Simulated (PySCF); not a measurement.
Level of theory: B3LYP-D3(BJ)/def2-TZVP // PBE0-D3(BJ)/def2-TZVP in PySCF. Gas-phase values, no solvent. One relaxed conformer stands for a flexible species; it need not be the lowest. B3LYP has the VWN-RPA correlation part, as in Gaussian. Excitations are Tamm–Dancoff values on a coarser integration grid. The basis has no diffuse functions, so Rydberg states are missing or too high.

Reference species (SMILES): `COCS` (C–O–C–S torsion -69°, O–C–S–H torsion -68°) (neutral, multiplicity 1).

```json
{
 "S1 oscillator strength": "0.004",
 "S1–T1 gap (TDA)": "0.50 eV",
 "T1 excitation (TDA)": "5.21 eV",
 "HOMO": "-6.90 eV"
}
```

Changed species: `C[C@@H](O)S` (S–C–O–H torsion 47°, O–C–S–H torsion 66°).

### Question
What does the change do to the S1 oscillator strength, S1–T1 gap (TDA), T1 excitation (TDA) and HOMO?

### Answer
the S1 oscillator strength is nearly the same; the S1–T1 gap (TDA) is nearly the same; the T1 excitation (TDA) drops by 0.12 eV, to 5.09 eV; the HOMO goes up by 0.03 eV, to -6.87 eV.
